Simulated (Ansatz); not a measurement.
The cluster W3O5. Charge 0, multiplicity 1. Geometry r2SCAN-D4/def2-SVP, basis def2-TZVP, Ansatz.

```xyz
8

W     1.334   -0.372   -0.710
W    -1.420    0.060    0.146
W     0.855    0.408    1.427
O    -0.428   -0.556   -1.424
O     1.571    1.569    0.253
O    -2.312    1.522   -0.086
O     2.559   -1.580   -0.865
O    -2.157   -1.050    1.259
```

```csv
run,HOMO (eV),LUMO (eV)
A,-6.06,-4.82
B,-6.15,-5.31
C,-5.87,-4.96
D,-6.87,-4.11
E,-5.97,-4.79
```

In the def2 sets W takes a core potential; there is no spin–orbit coupling. No other spin state of charge 0 was run. Another isomer (triplet) lies 0.68 eV lower at PBE0-D4/def2-TZVP; other spin states weren't run for this one.

Task: The runs used B97M-V, LDA (SPW92), PBE, PBE0, r2SCAN. Estimate which is which.

Result: A r2SCAN (0 % exact exchange); B LDA (SPW92) (0 % exact exchange); C PBE (0 % exact exchange); D PBE0 (25 % exact exchange); E B97M-V (0 % exact exchange). Exact exchange lowers occupied and raises empty levels; among semilocal functionals meta-GGAs tend to open the gap a little, and such runs are hard to tell apart. The gap grows from 0.83 eV (LDA (SPW92)) to 2.77 eV (PBE0). The restricted singlet is unstable towards broken spin symmetry in Hartree–Fock (as tested in another run); at r2SCAN-D4/def2-TZVP, LDA (SPW92)/def2-TZVP, PBE-D4/def2-TZVP, PBE0-D4/def2-TZVP and others this wasn't settled.
